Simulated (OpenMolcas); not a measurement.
**Lines of P+: computed and rescaled rates**

```
Program             : OpenMolcas
Method              : MS-RASPT2, IPEA 0.25 Eh, imaginary shift 0.1 Eh (closed shells correlated: 2s 2p 3s)
Basis               : ANO-R3 [6s5p4d2f1g]
Scalar Hamiltonian  : X2C, finite nucleus
Active space        : 2 electrons in 9 orbitals (RAS2 3p; RAS3 3d 4s, at most 1 electron)
State averaging     : 2S+1 = 3 even, 3 roots; 2S+1 = 1 even, 6 roots; 2S+1 = 3 odd, 18 roots; 2S+1 = 1 odd, 18 roots
Spin-orbit coupling : RASSI with atomic mean-field integrals over the reference wave functions, term energies averaged over their components
```

Rates come from the transition moments of the reference wave functions (E1 and E2 in the length form). At fixed line strength A goes as λ^-3 for E1 and M1 and as λ^-5 for E2, so a rate at the computed wavelength can be rescaled to the measured one. Measured vacuum wavelengths follow from level energies in NIST Handbook of Basic Atomic Spectroscopic Data. Branching counts decays inside the model space alone, at computed energies, and the table is only a selection of the E1 lines, drawn from those between levels with measured partners whose computed energy lies within a factor of 1.5 of the measured one.

| Upper | Lower | Type | λ computed (nm) | λ measured (nm) | A computed (s-1) | A rescaled (s-1) | Branching % |
| --- | --- | --- | --- | --- | --- | --- | --- |
| 3s² 3p 4s ¹P°₁ | 3s² 3p² ¹D₂ | E1 | 126.2 | 125 | 1.42e+09 | 1.46e+09 | 92.6 |
| 3s² 3p 4s ³P°₀ | 3s² 3p² ³P₁ | E1 | 116.7 | 115.7 | 1.00e+09 | 1.03e+09 | 100.0 |
| 3s² 3p 4s ³P°₂ | 3s² 3p² ³P₂ | E1 | 116.4 | 115.4 | 7.57e+08 | 7.77e+08 | 74.7 |
| 3s² 3p 4s ³P°₁ | 3s² 3p² ³P₂ | E1 | 116.9 | 115.9 | 4.15e+08 | 4.26e+08 | 41.0 |
| 3s² 3p 4s ³P°₁ | 3s² 3p² ³P₀ | E1 | 116.3 | 115.3 | 3.35e+08 | 3.44e+08 | 33.1 |
| 3s² 3p 4s ³P°₂ | 3s² 3p² ³P₁ | E1 | 116.1 | 115 | 2.56e+08 | 2.63e+08 | 25.2 |
| 3s² 3p 4s ³P°₁ | 3s² 3p² ³P₁ | E1 | 116.5 | 115.5 | 2.49e+08 | 2.56e+08 | 24.6 |
| 3s² 3p 4s ¹P°₁ | 3s² 3p² ¹S₀ | E1 | 162.3 | 148.5 | 1.05e+08 | 1.37e+08 | 6.8 |
| 3s² 3p 4s ³P°₁ | 3s² 3p² ¹D₂ | E1 | 129.6 | 128.4 | 1.23e+07 |  | 1.2 |

Spin-changing lines and M1 lines between different terms are not rescaled, since their strength hangs on the term gaps too.

The largest correction is for 3s² 3p 4s ¹P°₁ → 3s² 3p² ¹S₀ (E1): 1.05e+08 × (162.3 / 148.5)^3 = 1.37e+08 s-1, a factor of 1.31.

The computed rate and branching of 3s² 3p 4s ³P°₀ → 3s² 3p² ³P₁ give the upper level a radiative lifetime of 1.000 / 1.00e+09 s-1 = 1.00e-09 s, counting decays inside the model space alone. The rescaled rate gives about 9.7e-10 s.

No measured rate stands beside these. Rescaling mends the energy factor alone: line strengths can still be far off where a level mixes with configurations outside the active space, and weak or spin-changing lines hang on small mixing coefficients that depend on the term gaps too, so rescaling need not improve them.

Term energies are means over components that CASPT2 splits; among the terms shown or strongly mixed into the levels shown the widest spread is 140 cm-1 (3s² 3p² ¹D). Over all roots computed the reference weight is 0.88 to 0.96; the roots of lowest weight are the least certain, and an intruder state may touch them. ANO sets are built for valence states and can reach diffuse excited orbitals poorly, and with the s shell closed the s pⁿ⁺¹ terms that mix with these levels are absent. With the s shell closed, the reference lacks s² → p² mixing. Some terms miss by over 15 % even with CASPT2, which points to a basis or an active space too small for the shells correlated. Computed and measured levels are paired by configuration, term and J; levels that our copy of the source lacks, or whose pairing is in doubt (as where it misses far off the trend of its configuration), stay unpaired. Only configurations of the active space appear.

° marks odd parity.
